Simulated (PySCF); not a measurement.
C₆H₁₃ (SMILES C[CH]CC(C)C), doublet, geometry from GFN2-xTB; B3LYP/STO-3G (PySCF).

Here is a job for PySCF.
```python
from pyscf import gto, scf, dft

mol = gto.Mole()
mol.atom = '''
    C     2.41049035   -0.32170320    0.91371510
    C     1.57151961   -0.25079038   -0.30065431
    C     0.40966998    0.64866289   -0.43689128
    C    -0.94297859   -0.10718236   -0.47617380
    C    -2.08282331    0.86576106   -0.76064173
    C    -1.17964219   -0.84108017    0.83937272
    H     2.00808795    0.30595260    1.70571581
    H     2.49009629   -1.34802493    1.28583334
    H     3.43638330    0.00620230    0.70744873
    H     1.79866639   -0.91867284   -1.11540489
    H     0.38518179    1.36158618    0.39012731
    H     0.48376161    1.21555236   -1.37390764
    H    -0.89554694   -0.84346481   -1.28577866
    H    -3.03312958    0.33734373   -0.80007415
    H    -2.14274236    1.61918421    0.02240389
    H    -1.93264884    1.37097698   -1.71238927
    H    -1.23336327   -0.13316759    1.66416326
    H    -2.11379835   -1.39776809    0.80396475
    H    -0.36836326   -1.53770698    1.03553720
'''
mol.basis = 'sto-3g'
mol.spin = 1
mol.verbose = 4
mol.build()

mf = dft.UKS(mol)
mf.xc = 'b3lyp'
mf.init_guess = 'mod_huckel'
mf.kernel()
```

The log (banner, timings and long lists left out):

```
PySCF version 2.14.0

[INPUT] verbose = 4
[INPUT] num. atoms = 19
[INPUT] num. electrons = 49
[INPUT] charge = 0
[INPUT] spin (= nelec alpha-beta = 2S) = 1
[INPUT] symmetry False subgroup None
[INPUT] Mole.unit = angstrom
[INPUT] Symbol           X                Y                Z      unit          X                Y                Z       unit  Magmom
[INPUT]  1 C      2.410490350000  -0.321703200000   0.913715100000 AA    4.555166587407  -0.607930941396   1.726671294880 Bohr   0.0
[INPUT]  2 C      1.571519610000  -0.250790380000  -0.300654310000 AA    2.969741662283  -0.473925132876  -0.568154304070 Bohr   0.0
[INPUT]  3 C      0.409669980000   0.648662890000  -0.436891280000 AA    0.774164063656   1.225795209269  -0.825604865411 Bohr   0.0
[INPUT]  4 C     -0.942978590000  -0.107182360000  -0.476173800000 AA   -1.781971276429  -0.202545305785  -0.899838069693 Bohr   0.0
[INPUT]  5 C     -2.082823310000   0.865761060000  -0.760641730000 AA   -3.935965621760   1.636051292713  -1.437404548615 Bohr   0.0
[INPUT]  6 C     -1.179642190000  -0.841080170000   0.839372720000 AA   -2.229200664082  -1.589411170103   1.586184557231 Bohr   0.0
[INPUT]  7 H      2.008087950000   0.305952600000   1.705715810000 AA    3.794736259539   0.578166621099   3.223335727241 Bohr   0.0
[INPUT]  8 H      2.490096290000  -1.348024930000   1.285833340000 AA    4.705600011896  -2.547397926786   2.429872854435 Bohr   0.0
[INPUT]  9 H      3.436383300000   0.006202300000   0.707448730000 AA    6.493823296029   0.011720648342   1.336884346871 Bohr   0.0
[INPUT] 10 H      1.798666390000  -0.918672840000  -1.115404890000 AA    3.398986866560  -1.736040065676  -2.107809760101 Bohr   0.0
[INPUT] 11 H      0.385181790000   1.361586180000   0.390127310000 AA    0.727888091270   2.573024975193   0.737233769613 Bohr   0.0
[INPUT] 12 H      0.483761610000   1.215552360000  -1.373907640000 AA    0.914176952479   2.297061050469  -2.596309160048 Bohr   0.0
[INPUT] 13 H     -0.895546940000  -0.843464810000  -1.285778660000 AA   -1.692338448292  -1.593917486608  -2.429769524210 Bohr   0.0
[INPUT] 14 H     -3.033129580000   0.337343730000  -0.800074150000 AA   -5.731784206517   0.637487259539  -1.511921022844 Bohr   0.0
[INPUT] 15 H     -2.142742360000   1.619184210000   0.022403890000 AA   -4.049196215904   3.059814702120   0.042337216225 Bohr   0.0
[INPUT] 16 H     -1.932648840000   1.370976980000  -1.712389270000 AA   -3.652177002558   2.590771015283  -3.235946738944 Bohr   0.0
[INPUT] 17 H     -1.233363270000  -0.133167590000   1.664163260000 AA   -2.330718792398  -0.251650273768   3.144812787963 Bohr   0.0
[INPUT] 18 H     -2.113798350000  -1.397768090000   0.803964750000 AA   -3.994499964058  -2.641398875756   1.519273191304 Bohr   0.0
[INPUT] 19 H     -0.368363260000  -1.537706980000   1.035537200000 AA   -0.696105675752  -2.905845052032   1.956881699799 Bohr   0.0

nuclear repulsion = 247.103547782854
number of shells = 31
number of NR pGTOs = 129
number of NR cGTOs = 43
basis = sto-3g
ecp = {}

******** <class 'pyscf.dft.uks.UKS'> ********
method = UKS
initial guess = mod_huckel
damping factor = 0
level_shift factor = 0
DIIS = <class 'pyscf.scf.diis.CDIIS'>
diis_start_cycle = 1
diis_space = 8
diis_damp = 0
SCF conv_tol = 1e-09
SCF conv_tol_grad = None
SCF max_cycles = 50
direct_scf = True
direct_scf_tol = 1e-13
number electrons alpha = 25  beta = 24
XC library pyscf.dft.libxc version 7.1.2
    S. Lehtola, C. Steigemann, M. J. T. Oliveira, and M. A. L. Marques,  SoftwareX 7, 1–5 (2018)
XC functionals = b3lyp
    P. J. Stephens, F. J. Devlin, C. F. Chabalowski, and M. J. Frisch,  J. Phys. Chem. 98, 11623 (1994)
radial grids:
    Treutler-Ahlrichs [JCP 102, 346 (1995); DOI:10.1063/1.469408] (M4) radial grids

becke partition: Becke, JCP 88, 2547 (1988); DOI:10.1063/1.454033
pruning grids: <function nwchem_prune>
grids dens level: 3
symmetrized grids: False
atomic radii adjust function: <function treutler_atomic_radii_adjust>
small_rho_cutoff = 0
Set gradient conv threshold to 3.16228e-05
Initial guess from on-the-fly Huckel, doi:10.1021/acs.jctc.8b01089,
employing the updated GWH rule from doi:10.1021/ja00480a005.
Spherically averaged atomic HF for {'C', 'H'}

******** <class 'pyscf.scf.atom_hf.AtomSphAverageRHF'> ********
method = AtomSphAverageRHF
initial guess = minao
damping factor = 0
level_shift factor = 0
DIIS = <class 'pyscf.scf.diis.CDIIS'>
diis_start_cycle = 1
diis_space = 8
diis_damp = 0
SCF conv_tol = 1e-09
SCF conv_tol_grad = None
SCF max_cycles = 50
direct_scf = True
direct_scf_tol = 1e-13
atom = C
Set gradient conv threshold to 3.16228e-05
Initial guess from minao.
init E= -36.7517431777338
cycle= 1 E= -36.7619269638614  delta_E= -0.0102  |g|=    0  |ddm|= 0.0245
cycle= 2 E= -36.7619269638615  delta_E= -2.13e-14  |g|=    0  |ddm|= 1.91e-15
Extra cycle  E= -36.7619269638615  delta_E=    0  |g|=    0  |ddm|=    0
Atomic HF for atom  C  converged. SCF energy = -36.7619269638615

******** 1 electron system ********
Atomic HF for atom  H  converged. SCF energy = -0.466581849557275

tot grids = 212216
init E= -215.907150564395
cycle= 1 E= -231.217213252348  delta_E= -15.3  |g|= 1.66  |ddm|= 12.9
cycle= 2 E= -231.090639219517  delta_E= 0.127  |g|= 1.62  |ddm|= 5.19
cycle= 3 E= -233.518293172163  delta_E= -2.43  |g|= 0.319  |ddm|= 3.79
cycle= 4 E= -233.5887768024  delta_E= -0.0705  |g|= 0.0738  |ddm|= 0.531
cycle= 5 E= -233.592629482516  delta_E= -0.00385  |g|= 0.0112  |ddm|= 0.123
cycle= 6 E= -233.592763386337  delta_E= -0.000134  |g|= 0.00509  |ddm|= 0.0267
cycle= 7 E= -233.592784010959  delta_E= -2.06e-05  |g|= 0.00196  |ddm|= 0.0101
cycle= 8 E= -233.592787214102  delta_E= -3.2e-06  |g|= 0.000393  |ddm|= 0.00368
cycle= 9 E= -233.592787415132  delta_E= -2.01e-07  |g|= 8.38e-05  |ddm|= 0.00107
cycle= 10 E= -233.592787423374  delta_E= -8.24e-09  |g|= 3.69e-05  |ddm|= 0.000218
cycle= 11 E= -233.592787424495  delta_E= -1.12e-09  |g|= 1.32e-05  |ddm|= 7.33e-05
cycle= 12 E= -233.592787424645  delta_E= -1.5e-10  |g|= 3.89e-06  |ddm|= 2.63e-05
Extra cycle  E= -233.592787424656  delta_E= -1.05e-11  |g|= 2.73e-06  |ddm|= 9.51e-06
converged SCF energy = -233.592787424656  <S^2> = 0.75408657  2S+1 = 2.0040824
```
